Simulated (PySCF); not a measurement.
A side-by-side comparison of computed properties.

First species: C5H13OPSi2.
SMILES: `P[Si@H]1C[Si@H](OC2CC2)C1`

Second species: C6H14P2.
Geometry (GFN2-xTB, Å), atoms numbered from 1 in this order:
```
atom  x, y, z in Å
C1     1.4184   -0.1577   -1.7951
P2     0.5956   -0.1198   -0.2966
C3     0.6488   -1.7820    0.4306
C4    -1.1062    0.4755   -0.0080
C5    -2.1912   -0.2943   -0.0270
C6    -3.5924    0.2128   -0.0204
C7     1.5620    0.9304    0.8480
P8     3.3386    0.4684    0.5270
H9     0.8931   -0.8109   -2.4934
H10    1.5039    0.8470   -2.2136
H11    0.1264   -1.8091    1.3859
H12    0.1997   -2.4908   -0.2636
H13    1.7020   -2.0337    0.5572
H14   -1.2074    1.5570   -0.0589
H15   -2.0863   -1.3721   -0.0210
H16   -4.1170   -0.1349   -0.9110
H17   -3.6191    1.2998    0.0020
H18   -4.1301   -0.1735    0.8456
H19    1.2875    0.6876    1.8793
H20    1.3680    1.9900    0.6671
H21    3.5423    1.3690   -0.5075
H22    3.8530    1.3607    1.4726
```

Levels: PBE0/pcSseg-1 for dipole moment, HOMO energy, LUMO energy and HOMO–LUMO gap; GFN2-xTB for rotational constant A and rotational constant C. Geometries: GFN2-xTB. All species are isolated and taken at one optimised geometry, non-relativistic unless stated; the electronic structure was computed with PySCF and density fitting.

The conformers computed, where there is a choice (atom-mapped SMILES and torsion angles):
- `[PH2:1][Si@H:2]1[CH2:3][Si@H:4]([O:5][CH:6]2[CH2:7][CH2:8]2)[CH2:9]1`: C3–Si4–O5–C6 78°, Si4–O5–C6–C7 -151°, H–P1–Si2–C3 179°, H–P1–Si2–C3 87°
- `[CH2:1]=[P@:2]([CH3:3])(/[CH:4]=[CH:5]/[CH3:6])[CH2:7][PH2:8]`: C1–P2–C4–C5 93°, C1–P2–C7–P8 -41°, H–P8–C7–P2 87°, H–P8–C7–P2 180°

Values for the first species:

| Quantity | Value |
| --- | --- |
| Dipole moment | 1.39 D |
| HOMO energy | -7.38 eV |
| LUMO energy | 0.30 eV |
| HOMO–LUMO gap | 7.68 eV |
| Rotational constant A | 3.127 GHz |
| Rotational constant C | 0.395 GHz |

Problem. Estimate the same properties for the second species, and the change in each.

Solution. 
```json
{"property": "dipole moment", "first": "1.39 D", "second": "4.11 D", "second less first": "+2.72 D"}
{"property": "HOMO energy", "first": "-7.38 eV", "second": "-5.17 eV", "second less first": "+2.21 eV"}
{"property": "LUMO energy", "first": "0.30 eV", "second": "-0.46 eV", "second less first": "-0.76 eV"}
{"property": "HOMO–LUMO gap", "first": "7.68 eV", "second": "4.71 eV", "second less first": "-2.97 eV"}
{"property": "rotational constant A", "first": "3.127 GHz", "second": "3.051 GHz", "second less first": "-0.076 GHz"}
{"property": "rotational constant C", "first": "0.395 GHz", "second": "0.642 GHz", "second less first": "+0.247 GHz"}
```

On the first: The dipole equals about 4.6 × 10⁻³⁰ C·m (1 D = 3.33564 × 10⁻³⁰ C·m).

On the second: A dipole of 4.11 D is allowed in C1, and pure rotational transitions are dipole-allowed. The dipole equals about 13.7 × 10⁻³⁰ C·m (1 D = 3.33564 × 10⁻³⁰ C·m).
